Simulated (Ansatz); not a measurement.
Sites of protonation at heteroatoms (carbon was not tried) of [SiH3]N[SiH2]O[SiH3]:

A. [SiH3]N[SiH2]O[SiH3] + H+ → [SiH3][NH2+][SiH2]O[SiH3]
B. [SiH3]N[SiH2]O[SiH3] + H+ -> [SiH3]N[SiH2][OH+][SiH3]

Quantity: proton affinity (electronic energy difference), kJ/mol. Geometries: B3LYP-D3(BJ)/def2-TZVP minima from Ansatz (an electronic-structure program), one conformer each, not searched for the lowest. Cores are frozen in the correlated levels unless marked. No spin-orbit coupling. Non-relativistic. Basis-set limits of correlation are two-point, X^-3; Hartree-Fock from the larger set. Positive means that the reaction releases energy.

Q: Rank them by proton affinity at CCSD(T)/CBS(cc-pV(T+d)Z,cc-pV(Q+d)Z) (Ansatz), lowest first.

A: B (811.4 kJ/mol), A (897.6 kJ/mol)
